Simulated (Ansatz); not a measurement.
Consider the ligand exchange at the Si–O bond: `OB(Cl)O[SiH3]` + `O[AsH2]` → `O[AsH][SiH3]` + `OB(O)Cl`.

Gas-phase electronic energies from Ansatz, PBE0-D4/def2-TZVP geometries. CCSD(T)/CBS adds triple-zeta CCSD(T) − MP2 to the extrapolated MP2 energy (def2 sets, frozen cores). DFT in def2-TZVPP. For As outer-core shells are correlated without core-valence functions, which leaves a few kJ/mol of doubt a bond. Scalar relativity is left out up to krypton. One conformer a species, not always the lowest.

`OB(Cl)O[SiH3]`:

Z-matrix (Å, degrees):
```
Si
O 1 1.659
H 1 1.483 2 110.0
H 1 1.483 2 110.0 3 -121.4
H 1 1.480 2 106.2 3 119.3
B 2 1.343 1 131.7 3 61.2
Cl 6 1.775 2 119.1 1 180.0
O 6 1.356 2 120.7 1 -0.0
H 8 0.960 6 113.7 2 180.0
```

`O[AsH2]`:

```xyz
5

O    -0.008   -0.203   -1.093
As    0.001   -0.264    0.708
H    -0.025   -1.106   -1.416
H     1.108    0.772    0.894
H    -1.076    0.801    0.907
```

`O[AsH][SiH3]`:

Cartesian coordinates in Å:
```
O 1.119 1.241 -0.987
As 0.725 -0.529 -0.963
Si -0.634 -0.402 0.978
H 2.019 1.335 -1.309
H -0.501 -0.452 -1.878
H -1.422 -1.662 1.062
H -1.550 0.765 0.926
H 0.244 -0.296 2.171
```

`OB(O)Cl`:

Cartesian coordinates in Å:
```
O -0.429 -0.487 -0.930
B 0.198 0.025 0.159
O -0.421 0.911 0.966
Cl 1.856 -0.450 0.562
H 0.111 -1.106 -1.426
H -1.314 1.107 0.668
```

```
        species  revPBE-D4 energy (Eh)
`OB(Cl)O[SiH3]`             -927.49441
      `O[AsH2]`            -2312.73617
 `O[AsH][SiH3]`            -2603.39574
      `OB(O)Cl`             -636.81773
```

(1) Work out ΔE.

Largest T1 diagnostic among the species: 0.012.

## Answers

(1) ΔE = (-2603.39574) + (-636.81773) − (-927.49441) − (-2312.73617) = 0.01711 Eh = +44.9 kJ/mol. CCSD(T)/CBS gives +65.6 kJ/mol.

At CCSD(T), def2-SVP lies −3.2 kJ/mol from the extrapolated value and def2-TZVPP +1.4 kJ/mol. From BLYP to BHLYP (50 % exact exchange), in def2-TZVPP and without D4, ΔE moves by +14.7 kJ/mol.
